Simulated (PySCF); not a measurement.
CH$_{9}$BSi$_{2}$, singlet, geometry from GFN2-xTB; DF-R2SCAN/def2-TZVP (PySCF).

PySCF was given this input:
```python
from pyscf import gto, scf, dft

mol = gto.Mole()
mol.atom = '''
    B     0.36684601   -0.04347113   -0.09802579
    C     1.89795683   -0.12279253   -0.46110665
    H     2.41239083   -1.01401579   -0.10103145
    H     2.37731064    0.72103449    0.04596243
    H     2.13025005   -0.00186964   -1.51938338
    Si   -0.26589360   -0.91802612    1.55157694
    H    -1.45628055   -1.76123767    1.35384305
    H    -0.64394827    0.06436845    2.58315794
    H     0.71510495   -1.79809167    2.21172955
    Si   -0.82184979    0.98402337   -1.28965990
    H    -1.92877820    1.67926505   -0.61374785
    H    -1.45741406    0.11198445   -2.29367486
    H    -0.14219899    2.02871173   -2.07692505
'''
mol.basis = 'def2-tzvp'
mol.verbose = 4
mol.max_memory = 1800
mol.build()

mf = dft.RKS(mol)
mf.xc = 'r2scan'
mf = mf.density_fit(auxbasis='def2-universal-jkfit')
mf.kernel()
```

Question: What does PySCF print? Leave out banner, timings and long lists.

Answer: 
```
PySCF version 2.14.0

[INPUT] verbose = 4
[INPUT] num. atoms = 13
[INPUT] num. electrons = 48
[INPUT] charge = 0
[INPUT] spin (= nelec alpha-beta = 2S) = 0
[INPUT] symmetry False subgroup None
[INPUT] Mole.unit = angstrom
[INPUT] Symbol           X                Y                Z      unit          X                Y                Z       unit  Magmom
[...]
nuclear repulsion = 188.621761843046
number of shells = 84
number of NR pGTOs = 290
number of NR cGTOs = 190
basis = def2-tzvp
ecp = {}

******** <class 'pyscf.df.df_jk.DFRKS'> ********
method = DFRKS
initial guess = minao
damping factor = 0
level_shift factor = 0
DIIS = <class 'pyscf.scf.diis.CDIIS'>
diis_start_cycle = 1
diis_space = 8
diis_damp = 0
SCF conv_tol = 1e-09
SCF conv_tol_grad = None
SCF max_cycles = 50
direct_scf = False
XC library pyscf.dft.libxc version 7.1.2
    S. Lehtola, C. Steigemann, M. J. T. Oliveira, and M. A. L. Marques,  SoftwareX 7, 1–5 (2018)
XC functionals = r2scan
    J. W. Furness, A. D. Kaplan, J. Ning, J. P. Perdew, and J. Sun,  J. Phys. Chem. Lett. 11, 8208–8215 (2020)
    J. W. Furness, A. D. Kaplan, J. Ning, J. P. Perdew, and J. Sun,  J. Phys. Chem. Lett. 11, 9248–9248 (2020)
    J. W. Furness, A. D. Kaplan, J. Ning, J. P. Perdew, and J. Sun,  J. Phys. Chem. Lett. 11, 8208–8215 (2020)
    J. W. Furness, A. D. Kaplan, J. Ning, J. P. Perdew, and J. Sun,  J. Phys. Chem. Lett. 11, 9248–9248 (2020)
radial grids:
    Treutler-Ahlrichs [JCP 102, 346 (1995); DOI:10.1063/1.469408] (M4) radial grids

becke partition: Becke, JCP 88, 2547 (1988); DOI:10.1063/1.454033
pruning grids: <function nwchem_prune>
grids dens level: 3
symmetrized grids: False
atomic radii adjust function: <function treutler_atomic_radii_adjust>
small_rho_cutoff = 0
Set gradient conv threshold to 3.16228e-05
Initial guess from minao.
tot grids = 154800
init E= -647.036869801037
[...]
cycle= 1 E= -647.20855710428  delta_E= -0.172  |g|= 0.383  |ddm|= 2.52
[...]
cycle= 2 E= -647.18581765047  delta_E= 0.0227  |g|= 0.474  |ddm|= 0.638
[...]
cycle= 3 E= -647.246543711858  delta_E= -0.0607  |g|= 0.0517  |ddm|= 0.365
[...]
cycle= 4 E= -647.247424468861  delta_E= -0.000881  |g|= 0.016  |ddm|= 0.0598
[...]
cycle= 5 E= -647.247520989577  delta_E= -9.65e-05  |g|= 0.00587  |ddm|= 0.0205
[...]
cycle= 6 E= -647.247531870676  delta_E= -1.09e-05  |g|= 0.00155  |ddm|= 0.00649
[...]
cycle= 7 E= -647.247532712583  delta_E= -8.42e-07  |g|= 0.000211  |ddm|= 0.0015
[...]
cycle= 8 E= -647.247532726901  delta_E= -1.43e-08  |g|= 6.32e-05  |ddm|= 0.00027
[...]
cycle= 9 E= -647.247532728343  delta_E= -1.44e-09  |g|= 1.35e-05  |ddm|= 6.4e-05
[...]
cycle= 10 E= -647.247532728405  delta_E= -6.2e-11  |g|= 5.79e-06  |ddm|= 1.63e-05
[...]
Extra cycle  E= -647.247532728397  delta_E= 7.28e-12  |g|= 7.22e-06  |ddm|= 1.1e-05
converged SCF energy = -647.247532728397
```
